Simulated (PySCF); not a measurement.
Cl2H2SeSi. Atoms are numbered in the order given.

```xyz
6

Si    -0.4527     0.2480     0.5732
Cl    -2.0349    -0.8201    -0.2130
Cl    -0.5369     2.2123    -0.0692
Se     1.4212    -0.8112    -0.1695
H     -0.5677     0.2698     2.0474
H      2.3053     0.1725     0.4903
```

The structure is a stationary point at B3LYP-D3(BJ)/def2-SVP. The structure was generated by enumeration, and PubChem lists no compound with its InChIKey, so it may never have been made. Other conformers were not sampled.

Level of theory: M06-2X/def2-TZVP run with PySCF.

The molecule is in vacuum.

Computed frontier levels, gap, dipole moment and polarisability:
```json
{
  "highest_occupied_level": "-8.74 eV",
  "lowest_empty_level": "0.11 eV",
  "orbital_gap": "8.85 eV",
  "dipole_moment": "1.50 D",
  "quadrupole, principal values (traceless, Buckingham form, about the centre of nuclear charge)": "-3.92, 0.45, 3.47 D·Å",
  "mean_static_polarisability": "73.3 bohr³ (10.87 Å³)",
  "polarisability_principal_values": "59.0, 75.8, 85.1 bohr³"
}
```
